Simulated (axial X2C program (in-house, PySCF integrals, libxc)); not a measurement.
Curves of FPdF from open-shell CI on d8 s0

Computed with an axial X2C code built on PySCF integrals: two-component X2C with atomic mean-field Coulomb and Gaunt terms, basis F dyall-av3z, Pd dyall-v3z (cores contracted in-house). Orbitals come from Hartree–Fock averaged over the configuration Pd d8 s0; CI then distributes these electrons over the d, s shells of Pd.

Scan along the symmetric stretch (R is each bond); masses F 18.998 u, Pd 105.903 u, F 18.998 u. Energies in cm⁻¹ from the lowest point; levels are followed by energy order within each Ω. Lowest level at 1.927 Å: 100% d8.

| R (Å) | (1)Ω=0 | (1)Ω=2 | (1)Ω=1 | (2)Ω=0 | (1)Ω=3 |
| --- | --- | --- | --- | --- | --- |
| 1.792 | 2437 | 2695 | 3065 | 4597 | 6738 |
| 1.860 | 99 | 337 | 693 | 2333 | 3286 |
| 1.927 | 0 | 90 | 432 | 2190 | 2279 |
| 2.004 | 1705 | 1596 | 1924 | 3821 | 3191 |
| 2.081 | 4682 | 4415 | 4730 | 6760 | 5622 |
| 2.168 | 8999 | 8629 | 8926 | 11095 | 9555 |
| 2.274 | 15044 | 14636 | 14903 | 17219 | 15353 |

**Question.** Fit the curves (1)Ω=0, (1)Ω=2, (1)Ω=1, (2)Ω=0, (1)Ω=3 near their minima.

**Answer.** From the open-shell CI curves, Te from the lowest:

```csv
level,Te (cm⁻¹),Re (Å),ωe (cm⁻¹)
(1)Ω=0,0,1.896,590.3
(1)Ω=2,159,1.902,571.1
(1)Ω=1,506,1.903,570.7
(2)Ω=0,2216,1.898,578.6
(1)Ω=3,2454,1.929,573.8
```

Without dynamic correlation distances can be off by several hundredths of an Å (long for ionic bonds, short for multiple bonds) and the wavenumbers are rough.

The 5 lowest curves are shown; the next is (3)Ω=0, from 3832 cm⁻¹.

Dynamic correlation is missing, so gaps between terms are too wide and other configurations may lie lower; the lowest level listed is that of this model, not necessarily the ground state. For d shells the ligand-field splittings (σ, π, δ) and their order can be off by a thousand cm⁻¹ or more. At most 4 roots were kept for each Ω > 0 (twice that for Ω = 0) within 3.2 eV of the lowest, so higher up levels can be missing between those listed; levels with Ω > 0 are doubly degenerate and listed once, Ω = 0 levels singly. Some active spinors are only partly of the character that their shell is named for, so the shell names and counts are nominal. States that fill the shells left empty in the average are placed too high. The molecule was held linear; bending was not examined.
